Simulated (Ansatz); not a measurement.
`C[CH](C)[Sn][F]` → `C[CH2][Sn][F]` + `[CH2]` (triplet) at 298.15 K and 1 bar (formal loss of a carbene).

Program: Ansatz. Geometries: PBE0-D4/def2-TZVP. ΔE: electronic, gas phase. CBS: MP2 limit from def2 TZ/QZ plus the TZ coupled-cluster correction, frozen cores. This one scheme is used for every species. Triplets are unrestricted, without spin–orbit coupling. def2 core potentials past Kr. For Sn outer-core shells are correlated without core-valence functions, which leaves a few kJ/mol of doubt a bond. One conformer a species, not always the lowest.

| species | CCSD(T)/CBS energy (Eh) | H − E (kJ/mol) | S (J/(mol·K)) |
| --- | --- | --- | --- |
| `C[CH](C)[Sn][F]` | -432.22802 | 268.7 | 372.8 |
| `C[CH2][Sn][F]` | -392.96747 | 190.6 | 345.7 |
| `[CH2]` (triplet) | -39.09499 | 55.4 | 195.3 |

H − E and S are ideal-gas, rigid-rotor, harmonic terms from PBE0-D4/def2-TZVP, for one conformer and one mirror image of each species, with the whole ground term of open shells counted as degenerate. 1 Eh = 2625.50 kJ/mol, R = 8.31446 J/(mol·K).

Question: By hand: ΔE, ΔH, ΔS and ΔG.

Answer: ΔE = (-392.96747) + (-39.09499) − (-432.22802) = 0.16556 Eh = 434.7 kJ/mol. Δ(H − E) = 190.6 + 55.4 − 268.7 = -22.7, so ΔH = 412.0 kJ/mol. ΔS = 345.7 + 195.3 − 372.8 = 168.2 J/(mol·K). ΔG = 412.0 − 298.15 × (168.2)/1000 = 361.9 kJ/mol.

Question: By hand: the equilibrium constant, and the temperature at which ΔG would vanish if ΔH and ΔS stayed fixed.

Answer: log₁₀ K = −ΔG/(RT ln 10) = -63.4. ΔG = 0 at ΔH/ΔS = 2449 K.

The number of gas molecules changes by +1, which sets the sign of ΔS. A doubt of 5 kJ/mol in ΔE shifts log₁₀ K by 0.9 here. Other conformers and mirror images would add mixing entropy, several J/(mol·K) or more a flexible species. Modes under 60 cm⁻¹, often nearly free rotors, make the harmonic entropy too high. A triplet takes part, so the spin changes. These are equilibria of isolated gas molecules and say nothing of rates. Largest T1 diagnostic: 0.015 (customary marks: 0.02 for closed shells, 0.045 for open ones).
